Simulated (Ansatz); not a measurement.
Molecular dynamics of CH₄Al₂Si

The input (input.yaml):

```yaml
crystal:
  periodic: [false, false, false]
  atoms:
    - { symbol: C, position_ang: [0.024847, 1.805229, -0.335681] }
    - { symbol: Si, position_ang: [-1.182487, 0.649994, -0.764842] }
    - { symbol: Al, position_ang: [0.914272, 0.360413, 0.42279] }
    - { symbol: Al, position_ang: [-0.526181, -1.548199, 0.015246] }
    - { symbol: H, position_ang: [0.150611, 2.887847, -0.476336] }
    - { symbol: H, position_ang: [2.246975, 0.378178, 1.139322] }
    - { symbol: H, position_ang: [-0.20403, -2.486699, -1.131609] }
    - { symbol: H, position_ang: [-1.423997, -2.046753, 1.13112] }
magnetization:
  spin_polarized: true
basis:
  gaussian: { orbitals: STO-3G }
hamiltonian:
  xc: blyp
md:
  timestep: 0.25
  n_steps: 166
  ensemble: nvt_langevin
  temperature: 100.0
  initial_velocities: maxwell_boltzmann
  seed: 795829
  friction: 0.005
```

Command:

```bash
$ ansatz run input.yaml --threads 1 --pin off --max-ram 2048MiB --backend cpu --events-out ev --progress --plain --runs-dir out
```

It starts from a relaxed structure.

Output, in part (one step line in 2, the closing report, with atoms numbered from 0):

```
md step     0: t =     0.00 fs  T =    87.5 K  F+E_penalty+E_count = -21904.61647897 eV  E_kin = 0.090482 eV  (27 SCF iters)
md step     2: t =     0.50 fs  T =    84.3 K  F+E_penalty+E_count = -21904.61434092 eV  E_kin = 0.087121 eV  (20 SCF iters)
md step     4: t =     1.00 fs  T =    76.4 K  F+E_penalty+E_count = -21904.60830299 eV  E_kin = 0.078997 eV  (20 SCF iters)
md step     6: t =     1.50 fs  T =    71.0 K  F+E_penalty+E_count = -21904.59958543 eV  E_kin = 0.073425 eV  (20 SCF iters)
md step     8: t =     2.00 fs  T =    68.2 K  F+E_penalty+E_count = -21904.58971381 eV  E_kin = 0.070518 eV  (20 SCF iters)
md step    10: t =     2.50 fs  T =    60.1 K  F+E_penalty+E_count = -21904.57997100 eV  E_kin = 0.062162 eV  (20 SCF iters)
md step    12: t =     3.00 fs  T =    49.3 K  F+E_penalty+E_count = -21904.57221273 eV  E_kin = 0.050936 eV  (20 SCF iters)
md step    14: t =     3.50 fs  T =    44.1 K  F+E_penalty+E_count = -21904.56769934 eV  E_kin = 0.045594 eV  (20 SCF iters)
md step    16: t =     4.00 fs  T =    39.3 K  F+E_penalty+E_count = -21904.56652666 eV  E_kin = 0.040631 eV  (20 SCF iters)
md step    18: t =     4.50 fs  T =    42.6 K  F+E_penalty+E_count = -21904.56877713 eV  E_kin = 0.044041 eV  (20 SCF iters)
md step    20: t =     5.00 fs  T =    45.1 K  F+E_penalty+E_count = -21904.57295548 eV  E_kin = 0.046596 eV  (20 SCF iters)
md step    22: t =     5.50 fs  T =    51.3 K  F+E_penalty+E_count = -21904.57759803 eV  E_kin = 0.053043 eV  (20 SCF iters)
md step    24: t =     6.00 fs  T =    54.5 K  F+E_penalty+E_count = -21904.58147991 eV  E_kin = 0.056401 eV  (20 SCF iters)
md step    26: t =     6.50 fs  T =    58.0 K  F+E_penalty+E_count = -21904.58267582 eV  E_kin = 0.059951 eV  (28 SCF iters)
md step    28: t =     7.00 fs  T =    55.6 K  F+E_penalty+E_count = -21904.58071189 eV  E_kin = 0.057471 eV  (20 SCF iters)
md step    30: t =     7.50 fs  T =    51.6 K  F+E_penalty+E_count = -21904.57614948 eV  E_kin = 0.053338 eV  (20 SCF iters)
md step    32: t =     8.00 fs  T =    47.3 K  F+E_penalty+E_count = -21904.56965384 eV  E_kin = 0.048862 eV  (20 SCF iters)
md step    34: t =     8.50 fs  T =    39.9 K  F+E_penalty+E_count = -21904.56255374 eV  E_kin = 0.041278 eV  (19 SCF iters)
md step    36: t =     9.00 fs  T =    34.1 K  F+E_penalty+E_count = -21904.55622510 eV  E_kin = 0.035248 eV  (20 SCF iters)
md step    38: t =     9.50 fs  T =    29.5 K  F+E_penalty+E_count = -21904.55141253 eV  E_kin = 0.030502 eV  (20 SCF iters)
md step    40: t =    10.00 fs  T =    28.0 K  F+E_penalty+E_count = -21904.54859081 eV  E_kin = 0.028947 eV  (20 SCF iters)
md step    42: t =    10.50 fs  T =    26.3 K  F+E_penalty+E_count = -21904.54801844 eV  E_kin = 0.027201 eV  (20 SCF iters)
md step    44: t =    11.00 fs  T =    28.3 K  F+E_penalty+E_count = -21904.55023279 eV  E_kin = 0.029238 eV  (20 SCF iters)
md step    46: t =    11.50 fs  T =    34.4 K  F+E_penalty+E_count = -21904.55511457 eV  E_kin = 0.035529 eV  (20 SCF iters)
md step    48: t =    12.00 fs  T =    41.4 K  F+E_penalty+E_count = -21904.56180477 eV  E_kin = 0.042831 eV  (20 SCF iters)
md step    50: t =    12.50 fs  T =    47.6 K  F+E_penalty+E_count = -21904.56911374 eV  E_kin = 0.049213 eV  (20 SCF iters)
md step    52: t =    13.00 fs  T =    57.0 K  F+E_penalty+E_count = -21904.57608927 eV  E_kin = 0.058905 eV  (20 SCF iters)
md step    54: t =    13.50 fs  T =    59.1 K  F+E_penalty+E_count = -21904.58108258 eV  E_kin = 0.061105 eV  (20 SCF iters)
md step    56: t =    14.00 fs  T =    61.8 K  F+E_penalty+E_count = -21904.58314429 eV  E_kin = 0.063911 eV  (20 SCF iters)
md step    58: t =    14.50 fs  T =    62.6 K  F+E_penalty+E_count = -21904.58194515 eV  E_kin = 0.064721 eV  (20 SCF iters)
md step    60: t =    15.00 fs  T =    57.3 K  F+E_penalty+E_count = -21904.57780436 eV  E_kin = 0.059249 eV  (20 SCF iters)
md step    62: t =    15.50 fs  T =    49.1 K  F+E_penalty+E_count = -21904.57190883 eV  E_kin = 0.050823 eV  (20 SCF iters)
md step    64: t =    16.00 fs  T =    43.6 K  F+E_penalty+E_count = -21904.56564799 eV  E_kin = 0.045105 eV  (20 SCF iters)
md step    66: t =    16.50 fs  T =    38.5 K  F+E_penalty+E_count = -21904.56062991 eV  E_kin = 0.039808 eV  (20 SCF iters)
md step    68: t =    17.00 fs  T =    36.1 K  F+E_penalty+E_count = -21904.55759118 eV  E_kin = 0.037307 eV  (20 SCF iters)
md step    70: t =    17.50 fs  T =    36.7 K  F+E_penalty+E_count = -21904.55732922 eV  E_kin = 0.037906 eV  (20 SCF iters)
md step    72: t =    18.00 fs  T =    37.4 K  F+E_penalty+E_count = -21904.55953208 eV  E_kin = 0.038654 eV  (20 SCF iters)
md step    74: t =    18.50 fs  T =    39.9 K  F+E_penalty+E_count = -21904.56381192 eV  E_kin = 0.041219 eV  (20 SCF iters)
md step    76: t =    19.00 fs  T =    45.9 K  F+E_penalty+E_count = -21904.56909386 eV  E_kin = 0.047480 eV  (20 SCF iters)
md step    78: t =    19.50 fs  T =    49.2 K  F+E_penalty+E_count = -21904.57394193 eV  E_kin = 0.050861 eV  (20 SCF iters)
md step    80: t =    20.00 fs  T =    52.7 K  F+E_penalty+E_count = -21904.57693134 eV  E_kin = 0.054498 eV  (20 SCF iters)
md step    82: t =    20.50 fs  T =    51.0 K  F+E_penalty+E_count = -21904.57764506 eV  E_kin = 0.052735 eV  (20 SCF iters)
md step    84: t =    21.00 fs  T =    50.1 K  F+E_penalty+E_count = -21904.57567676 eV  E_kin = 0.051809 eV  (20 SCF iters)
md step    86: t =    21.50 fs  T =    43.4 K  F+E_penalty+E_count = -21904.57175006 eV  E_kin = 0.044924 eV  (20 SCF iters)
md step    88: t =    22.00 fs  T =    37.6 K  F+E_penalty+E_count = -21904.56675358 eV  E_kin = 0.038849 eV  (20 SCF iters)
md step    90: t =    22.50 fs  T =    31.3 K  F+E_penalty+E_count = -21904.56140146 eV  E_kin = 0.032407 eV  (20 SCF iters)
md step    92: t =    23.00 fs  T =    27.8 K  F+E_penalty+E_count = -21904.55648815 eV  E_kin = 0.028727 eV  (20 SCF iters)
md step    94: t =    23.50 fs  T =    25.9 K  F+E_penalty+E_count = -21904.55327882 eV  E_kin = 0.026744 eV  (20 SCF iters)
md step    96: t =    24.00 fs  T =    24.3 K  F+E_penalty+E_count = -21904.55209054 eV  E_kin = 0.025103 eV  (20 SCF iters)
md step    98: t =    24.50 fs  T =    25.1 K  F+E_penalty+E_count = -21904.55264996 eV  E_kin = 0.025911 eV  (20 SCF iters)
md step   100: t =    25.00 fs  T =    27.0 K  F+E_penalty+E_count = -21904.55524960 eV  E_kin = 0.027947 eV  (20 SCF iters)
md step   102: t =    25.50 fs  T =    31.4 K  F+E_penalty+E_count = -21904.55999186 eV  E_kin = 0.032498 eV  (20 SCF iters)
md step   104: t =    26.00 fs  T =    38.1 K  F+E_penalty+E_count = -21904.56613590 eV  E_kin = 0.039355 eV  (20 SCF iters)
md step   106: t =    26.50 fs  T =    43.1 K  F+E_penalty+E_count = -21904.57337052 eV  E_kin = 0.044607 eV  (20 SCF iters)
md step   108: t =    27.00 fs  T =    50.5 K  F+E_penalty+E_count = -21904.58026979 eV  E_kin = 0.052246 eV  (20 SCF iters)
md step   110: t =    27.50 fs  T =    56.0 K  F+E_penalty+E_count = -21904.58590515 eV  E_kin = 0.057938 eV  (20 SCF iters)
md step   112: t =    28.00 fs  T =    58.1 K  F+E_penalty+E_count = -21904.58947576 eV  E_kin = 0.060082 eV  (20 SCF iters)
md step   114: t =    28.50 fs  T =    58.3 K  F+E_penalty+E_count = -21904.59098669 eV  E_kin = 0.060295 eV  (20 SCF iters)
md step   116: t =    29.00 fs  T =    54.4 K  F+E_penalty+E_count = -21904.59075193 eV  E_kin = 0.056228 eV  (20 SCF iters)
md step   118: t =    29.50 fs  T =    55.8 K  F+E_penalty+E_count = -21904.58942687 eV  E_kin = 0.057660 eV  (20 SCF iters)
md step   120: t =    30.00 fs  T =    55.7 K  F+E_penalty+E_count = -21904.58774195 eV  E_kin = 0.057636 eV  (20 SCF iters)
md step   122: t =    30.50 fs  T =    57.1 K  F+E_penalty+E_count = -21904.58638205 eV  E_kin = 0.059007 eV  (20 SCF iters)
md step   124: t =    31.00 fs  T =    56.0 K  F+E_penalty+E_count = -21904.58638591 eV  E_kin = 0.057960 eV  (20 SCF iters)
md step   126: t =    31.50 fs  T =    60.7 K  F+E_penalty+E_count = -21904.58821453 eV  E_kin = 0.062726 eV  (20 SCF iters)
md step   128: t =    32.00 fs  T =    61.1 K  F+E_penalty+E_count = -21904.59140202 eV  E_kin = 0.063215 eV  (20 SCF iters)
md step   130: t =    32.50 fs  T =    65.0 K  F+E_penalty+E_count = -21904.59525990 eV  E_kin = 0.067258 eV  (20 SCF iters)
md step   132: t =    33.00 fs  T =    71.8 K  F+E_penalty+E_count = -21904.59867495 eV  E_kin = 0.074281 eV  (20 SCF iters)
md step   134: t =    33.50 fs  T =    70.3 K  F+E_penalty+E_count = -21904.60107071 eV  E_kin = 0.072726 eV  (20 SCF iters)
md step   136: t =    34.00 fs  T =    72.2 K  F+E_penalty+E_count = -21904.60213086 eV  E_kin = 0.074640 eV  (20 SCF iters)
md step   138: t =    34.50 fs  T =    75.5 K  F+E_penalty+E_count = -21904.60208744 eV  E_kin = 0.078119 eV  (20 SCF iters)
md step   140: t =    35.00 fs  T =    74.4 K  F+E_penalty+E_count = -21904.60112939 eV  E_kin = 0.076951 eV  (29 SCF iters)
md step   142: t =    35.50 fs  T =    74.9 K  F+E_penalty+E_count = -21904.59937999 eV  E_kin = 0.077449 eV  (20 SCF iters)
md step   144: t =    36.00 fs  T =    73.7 K  F+E_penalty+E_count = -21904.59665593 eV  E_kin = 0.076254 eV  (19 SCF iters)
md step   146: t =    36.50 fs  T =    71.7 K  F+E_penalty+E_count = -21904.59286962 eV  E_kin = 0.074178 eV  (21 SCF iters)
md step   148: t =    37.00 fs  T =    67.7 K  F+E_penalty+E_count = -21904.58832466 eV  E_kin = 0.070027 eV  (20 SCF iters)
md step   150: t =    37.50 fs  T =    65.8 K  F+E_penalty+E_count = -21904.58381106 eV  E_kin = 0.068069 eV  (20 SCF iters)
md step   152: t =    38.00 fs  T =    59.9 K  F+E_penalty+E_count = -21904.58011382 eV  E_kin = 0.061902 eV  (20 SCF iters)
md step   154: t =    38.50 fs  T =    56.4 K  F+E_penalty+E_count = -21904.57739706 eV  E_kin = 0.058324 eV  (20 SCF iters)
md step   156: t =    39.00 fs  T =    53.6 K  F+E_penalty+E_count = -21904.57602608 eV  E_kin = 0.055411 eV  (20 SCF iters)
md step   158: t =    39.50 fs  T =    50.5 K  F+E_penalty+E_count = -21904.57645824 eV  E_kin = 0.052261 eV  (20 SCF iters)
md step   160: t =    40.00 fs  T =    55.7 K  F+E_penalty+E_count = -21904.57818162 eV  E_kin = 0.057634 eV  (19 SCF iters)
md step   162: t =    40.50 fs  T =    58.2 K  F+E_penalty+E_count = -21904.58002796 eV  E_kin = 0.060179 eV  (20 SCF iters)
md step   164: t =    41.00 fs  T =    59.9 K  F+E_penalty+E_count = -21904.58134997 eV  E_kin = 0.061973 eV  (20 SCF iters)
md step   166: t =    41.50 fs  T =    60.8 K  F+E_penalty+E_count = -21904.58191612 eV  E_kin = 0.062884 eV  (29 SCF iters)
Total energy: -21904.58217972 eV, -804.9785476455 hartree
Atom 0 at     0.001265     1.803926    -0.388187 Å, force     0.554497     0.646378     0.147210 eV/Å
Atom 1 at    -1.196312     0.662782    -0.793391 Å, force    -0.410405    -0.388994    -0.170274 eV/Å
Atom 2 at     0.889383     0.400552     0.432740 Å, force    -0.091380    -0.561022     0.160931 eV/Å
Atom 3 at    -0.576272    -1.538560     0.031061 Å, force     0.140660     0.078136     0.208843 eV/Å
Atom 4 at     0.202770     2.876064    -0.523281 Å, force    -0.189678    -0.025102    -0.083076 eV/Å
Atom 5 at     2.195566     0.479670     1.211388 Å, force    -0.152803    -0.034095    -0.127726 eV/Å
Atom 6 at    -0.252480    -2.519093    -1.079397 Å, force     0.059988     0.086442    -0.088164 eV/Å
Atom 7 at    -1.510753    -2.069043     1.112948 Å, force     0.089121     0.198259    -0.047745 eV/Å
Dipole moment:     0.071358     0.230700    -0.016523 e Å
```

The run went to its last step. The mean temperature of the second half is 46 % below the set value. A run of 0.042 ps of so small a system gives no equilibrium averages. Limits of this set-up: minimal basis.

The same pairs are bonded in the first frame and the last. Pairs count as bonded within 1.25 times the sum of covalent radii (0.12 Å more for H–H).

Last frame:

```xyz
8
Properties=species:S:1:pos:R:3
C 0.001 1.804 -0.388
Si -1.196 0.663 -0.793
Al 0.889 0.401 0.433
Al -0.576 -1.539 0.031
H 0.203 2.876 -0.523
H 2.196 0.480 1.211
H -0.253 -2.519 -1.079
H -1.511 -2.069 1.113
```

The run took 5.9 min on 1 thread of Arm Neoverse V1, with other jobs on the host, peak memory 0.1 GiB.
